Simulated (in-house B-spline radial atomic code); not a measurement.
Whole-atom quantities along the 32-electron series, configuration [Ar] 3d10 4s2 4p2. Breit and QED terms are first order and not part of the total energy; the density at the nucleus is averaged over the nuclear charge. Computed with an all-electron radial atomic-structure program (B-spline basis): Dirac-Hartree-Fock, average of the configuration, finite nuclei.

```json
{"ion": "Cs23+", "Z": "55", "E/Z² (Eh)": "-2.4947", "Σ<r²> (bohr²)": "3.5322", "n(0)/Z³ (bohr⁻³)": "1.6979", "Lamb diamagnetic shielding (ppm)": "5650.74", "repulsion over attraction": "0.10922", "Breit energy (eV)": "162.74", "self-energy (eV)": "127.73", "vacuum polarisation (eV)": "-17.552", "Dirac less non-relativistic energy (Eh)": "-231.89"}
{"ion": "Ba24+", "Z": "56", "E/Z² (Eh)": "-2.5091", "Σ<r²> (bohr²)": "3.3445", "n(0)/Z³ (bohr⁻³)": "1.7495", "Lamb diamagnetic shielding (ppm)": "5782.71", "repulsion over attraction": "0.10743", "Breit energy (eV)": "172.94", "self-energy (eV)": "136.25", "vacuum polarisation (eV)": "-18.998", "Dirac less non-relativistic energy (Eh)": "-250.92"}
{"ion": "La25+", "Z": "57", "E/Z² (Eh)": "-2.5233", "Σ<r²> (bohr²)": "3.1712", "n(0)/Z³ (bohr⁻³)": "1.8047", "Lamb diamagnetic shielding (ppm)": "5915.67", "repulsion over attraction": "0.10568", "Breit energy (eV)": "183.57", "self-energy (eV)": "145.2", "vacuum polarisation (eV)": "-20.542", "Dirac less non-relativistic energy (Eh)": "-271.15"}
{"ion": "Ce26+", "Z": "58", "E/Z² (Eh)": "-2.5372", "Σ<r²> (bohr²)": "3.011", "n(0)/Z³ (bohr⁻³)": "1.862", "Lamb diamagnetic shielding (ppm)": "6049.63", "repulsion over attraction": "0.10397", "Breit energy (eV)": "194.66", "self-energy (eV)": "154.59", "vacuum polarisation (eV)": "-22.189", "Dirac less non-relativistic energy (Eh)": "-292.65"}
{"ion": "Pr27+", "Z": "59", "E/Z² (Eh)": "-2.5509", "Σ<r²> (bohr²)": "2.8625", "n(0)/Z³ (bohr⁻³)": "1.9226", "Lamb diamagnetic shielding (ppm)": "6184.64", "repulsion over attraction": "0.10231", "Breit energy (eV)": "206.2", "self-energy (eV)": "164.45", "vacuum polarisation (eV)": "-23.947", "Dirac less non-relativistic energy (Eh)": "-315.46"}
{"ion": "Nd28+", "Z": "60", "E/Z² (Eh)": "-2.5644", "Σ<r²> (bohr²)": "2.7246", "n(0)/Z³ (bohr⁻³)": "1.9856", "Lamb diamagnetic shielding (ppm)": "6320.74", "repulsion over attraction": "0.10069", "Breit energy (eV)": "218.22", "self-energy (eV)": "174.78", "vacuum polarisation (eV)": "-25.82", "Dirac less non-relativistic energy (Eh)": "-339.66"}
{"ion": "Pm29+", "Z": "61", "E/Z² (Eh)": "-2.5778", "Σ<r²> (bohr²)": "2.5963", "n(0)/Z³ (bohr⁻³)": "2.0488", "Lamb diamagnetic shielding (ppm)": "6457.96", "repulsion over attraction": "0.099111", "Breit energy (eV)": "230.72", "self-energy (eV)": "185.61", "vacuum polarisation (eV)": "-27.814", "Dirac less non-relativistic energy (Eh)": "-365.29"}
{"ion": "Sm30+", "Z": "62", "E/Z² (Eh)": "-2.591", "Σ<r²> (bohr²)": "2.4766", "n(0)/Z³ (bohr⁻³)": "2.1077", "Lamb diamagnetic shielding (ppm)": "6596.31", "repulsion over attraction": "0.097568", "Breit energy (eV)": "243.71", "self-energy (eV)": "196.95", "vacuum polarisation (eV)": "-29.934", "Dirac less non-relativistic energy (Eh)": "-392.4"}
{"ion": "Eu31+", "Z": "63", "E/Z² (Eh)": "-2.604", "Σ<r²> (bohr²)": "2.3649", "n(0)/Z³ (bohr⁻³)": "2.1783", "Lamb diamagnetic shielding (ppm)": "6735.9", "repulsion over attraction": "0.096061", "Breit energy (eV)": "257.22", "self-energy (eV)": "208.83", "vacuum polarisation (eV)": "-32.196", "Dirac less non-relativistic energy (Eh)": "-421.12"}
{"ion": "Gd32+", "Z": "64", "E/Z² (Eh)": "-2.6168", "Σ<r²> (bohr²)": "2.2604", "n(0)/Z³ (bohr⁻³)": "2.2505", "Lamb diamagnetic shielding (ppm)": "6876.74", "repulsion over attraction": "0.094589", "Breit energy (eV)": "271.25", "self-energy (eV)": "221.27", "vacuum polarisation (eV)": "-34.601", "Dirac less non-relativistic energy (Eh)": "-451.47"}
{"ion": "Tb33+", "Z": "65", "E/Z² (Eh)": "-2.6296", "Σ<r²> (bohr²)": "2.1624", "n(0)/Z³ (bohr⁻³)": "2.343", "Lamb diamagnetic shielding (ppm)": "7018.94", "repulsion over attraction": "0.093151", "Breit energy (eV)": "285.81", "self-energy (eV)": "234.29", "vacuum polarisation (eV)": "-37.172", "Dirac less non-relativistic energy (Eh)": "-483.58"}
{"ion": "Dy34+", "Z": "66", "E/Z² (Eh)": "-2.6422", "Σ<r²> (bohr²)": "2.0706", "n(0)/Z³ (bohr⁻³)": "2.408", "Lamb diamagnetic shielding (ppm)": "7162.36", "repulsion over attraction": "0.091746", "Breit energy (eV)": "300.92", "self-energy (eV)": "247.91", "vacuum polarisation (eV)": "-39.884", "Dirac less non-relativistic energy (Eh)": "-517.39"}
{"ion": "Ho35+", "Z": "67", "E/Z² (Eh)": "-2.6547", "Σ<r²> (bohr²)": "1.9842", "n(0)/Z³ (bohr⁻³)": "2.4994", "Lamb diamagnetic shielding (ppm)": "7307.27", "repulsion over attraction": "0.090372", "Breit energy (eV)": "316.59", "self-energy (eV)": "262.15", "vacuum polarisation (eV)": "-42.785", "Dirac less non-relativistic energy (Eh)": "-553.13"}
{"ion": "Er36+", "Z": "68", "E/Z² (Eh)": "-2.6671", "Σ<r²> (bohr²)": "1.903", "n(0)/Z³ (bohr⁻³)": "2.5859", "Lamb diamagnetic shielding (ppm)": "7453.58", "repulsion over attraction": "0.089029", "Breit energy (eV)": "332.83", "self-energy (eV)": "277.04", "vacuum polarisation (eV)": "-45.861", "Dirac less non-relativistic energy (Eh)": "-590.8"}
{"ion": "Tm37+", "Z": "69", "E/Z² (Eh)": "-2.6794", "Σ<r²> (bohr²)": "1.8265", "n(0)/Z³ (bohr⁻³)": "2.6878", "Lamb diamagnetic shielding (ppm)": "7601.45", "repulsion over attraction": "0.087714", "Breit energy (eV)": "349.67", "self-energy (eV)": "292.61", "vacuum polarisation (eV)": "-49.14", "Dirac less non-relativistic energy (Eh)": "-630.52"}
{"ion": "Yb38+", "Z": "70", "E/Z² (Eh)": "-2.6917", "Σ<r²> (bohr²)": "1.7543", "n(0)/Z³ (bohr⁻³)": "2.7774", "Lamb diamagnetic shielding (ppm)": "7750.8", "repulsion over attraction": "0.086428", "Breit energy (eV)": "367.1", "self-energy (eV)": "308.89", "vacuum polarisation (eV)": "-52.609", "Dirac less non-relativistic energy (Eh)": "-672.31"}
{"ion": "Lu39+", "Z": "71", "E/Z² (Eh)": "-2.7038", "Σ<r²> (bohr²)": "1.6861", "n(0)/Z³ (bohr⁻³)": "2.8752", "Lamb diamagnetic shielding (ppm)": "7901.77", "repulsion over attraction": "0.085169", "Breit energy (eV)": "385.15", "self-energy (eV)": "325.89", "vacuum polarisation (eV)": "-56.297", "Dirac less non-relativistic energy (Eh)": "-716.32"}
{"ion": "Hf40+", "Z": "72", "E/Z² (Eh)": "-2.7159", "Σ<r²> (bohr²)": "1.6216", "n(0)/Z³ (bohr⁻³)": "2.9924", "Lamb diamagnetic shielding (ppm)": "8054.5", "repulsion over attraction": "0.083936", "Breit energy (eV)": "403.84", "self-energy (eV)": "343.66", "vacuum polarisation (eV)": "-60.23", "Dirac less non-relativistic energy (Eh)": "-762.67"}
{"ion": "Ta41+", "Z": "73", "E/Z² (Eh)": "-2.728", "Σ<r²> (bohr²)": "1.5606", "n(0)/Z³ (bohr⁻³)": "3.1111", "Lamb diamagnetic shielding (ppm)": "8208.94", "repulsion over attraction": "0.082727", "Breit energy (eV)": "423.18", "self-energy (eV)": "362.23", "vacuum polarisation (eV)": "-64.403", "Dirac less non-relativistic energy (Eh)": "-811.4"}
{"ion": "W42+", "Z": "74", "E/Z² (Eh)": "-2.74", "Σ<r²> (bohr²)": "1.5028", "n(0)/Z³ (bohr⁻³)": "3.2338", "Lamb diamagnetic shielding (ppm)": "8365.19", "repulsion over attraction": "0.081543", "Breit energy (eV)": "443.18", "self-energy (eV)": "381.62", "vacuum polarisation (eV)": "-68.834", "Dirac less non-relativistic energy (Eh)": "-862.62"}
{"ion": "Re43+", "Z": "75", "E/Z² (Eh)": "-2.752", "Σ<r²> (bohr²)": "1.448", "n(0)/Z³ (bohr⁻³)": "3.3655", "Lamb diamagnetic shielding (ppm)": "8523.33", "repulsion over attraction": "0.080382", "Breit energy (eV)": "463.86", "self-energy (eV)": "401.88", "vacuum polarisation (eV)": "-73.543", "Dirac less non-relativistic energy (Eh)": "-916.44"}
{"ion": "Os44+", "Z": "76", "E/Z² (Eh)": "-2.764", "Σ<r²> (bohr²)": "1.396", "n(0)/Z³ (bohr⁻³)": "3.4951", "Lamb diamagnetic shielding (ppm)": "8683.37", "repulsion over attraction": "0.079244", "Breit energy (eV)": "485.24", "self-energy (eV)": "423.03", "vacuum polarisation (eV)": "-78.534", "Dirac less non-relativistic energy (Eh)": "-972.94"}
{"ion": "Ir45+", "Z": "77", "E/Z² (Eh)": "-2.7759", "Σ<r²> (bohr²)": "1.3465", "n(0)/Z³ (bohr⁻³)": "3.6445", "Lamb diamagnetic shielding (ppm)": "8845.52", "repulsion over attraction": "0.078127", "Breit energy (eV)": "507.34", "self-energy (eV)": "445.12", "vacuum polarisation (eV)": "-83.852", "Dirac less non-relativistic energy (Eh)": "-1032.31"}
{"ion": "Pt46+", "Z": "78", "E/Z² (Eh)": "-2.7878", "Σ<r²> (bohr²)": "1.2995", "n(0)/Z³ (bohr⁻³)": "3.7935", "Lamb diamagnetic shielding (ppm)": "9009.73", "repulsion over attraction": "0.077031", "Breit energy (eV)": "530.17", "self-energy (eV)": "468.17", "vacuum polarisation (eV)": "-89.488", "Dirac less non-relativistic energy (Eh)": "-1094.57"}
```

Problem. With what power of Z does the column «vacuum polarisation (eV)» change over this range?

Solution. A fit of the logarithm of its size against log Z from Z = 55 to 78 has slope 4.66.
